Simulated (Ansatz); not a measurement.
Method: Ansatz (a quantum-chemistry and plane-wave program) with frozen-core CCSD(T)/cc-pVTZ // PBE0-D4/def2-TZVP.

Ansatz 0.2 input:
```yaml
crystal:
  periodic: [false, false, false]
  atoms:
    - { symbol: C, position_ang: [-0.627534, -0.026425, 0.035444] }
    - { symbol: Se, position_ang: [1.060877, -0.780195, 0.068069] }
    - { symbol: H, position_ang: [-1.466476, -0.700408, 0.115285] }
    - { symbol: H, position_ang: [-0.767158, 1.026393, -0.149394] }
    - { symbol: H, position_ang: [1.80029, 0.480636, -0.069405] }
basis:
  gaussian: { orbitals: cc-pVTZ }
correlation:
  method: ccsd_t
magnetization:
  spin_polarized: true
  initial_magnetization: 1
```

Output:

```
Functional definition: HF
676 factors; integrals over basis functions are off by at most 1.3e-3 eV
mean field evaluation 1: about -66379.3777 eV, gradient 1.5e1 eV
mean field evaluation 2: about -66379.3807 eV, gradient 1.5e1 eV
mean field evaluation 4: about -66381.0351 eV, gradient 2.4e0 eV
mean field evaluation 8: about -66381.1924 eV, gradient 2.3e-1 eV
mean field evaluation 16: about -66381.1430 eV, gradient 1.1e0 eV
mean field -66381.19399384 eV, -2439.4638844843 hartree, gradient 7.1e-6 eV, S^2 0.770293; 0 other end points of the search recorded, 0 dependent functions left out
10 core orbitals not correlated
reference -66381.19399384 eV, -2439.4638844843 hartree; 12, 11 occupied and 93, 94 virtual orbitals, 676 factors
second order -10.19092041 eV of doubles, -0.00000000 eV of singles
cycle   1  -10.59990955 eV  change   -4.1e-1 eV  update   7.6e-2
cycle   2  -10.91904773 eV  change   -3.2e-1 eV  update   2.5e-2
cycle   3  -10.97345614 eV  change   -5.4e-2 eV  update   1.7e-2
cycle   4  -10.97072858 eV  change    2.7e-3 eV  update   8.5e-3
cycle   5  -10.97404311 eV  change   -3.3e-3 eV  update   4.0e-3
cycle   6  -10.97380445 eV  change    2.4e-4 eV  update   1.3e-3
cycle   7  -10.97398497 eV  change   -1.8e-4 eV  update   4.1e-4
cycle   8  -10.97399644 eV  change   -1.1e-5 eV  update   1.4e-4
cycle   9  -10.97392679 eV  change    7.0e-5 eV  update   4.4e-5
cycle  10  -10.97393461 eV  change   -7.8e-6 eV  update   1.4e-5
perturbative correction -0.43623254 eV, -0.0160312503 hartree
Total energy: -66392.60416099 eV, -2439.8832003930 hartree
```

Cost: around 22 core-seconds (rough).
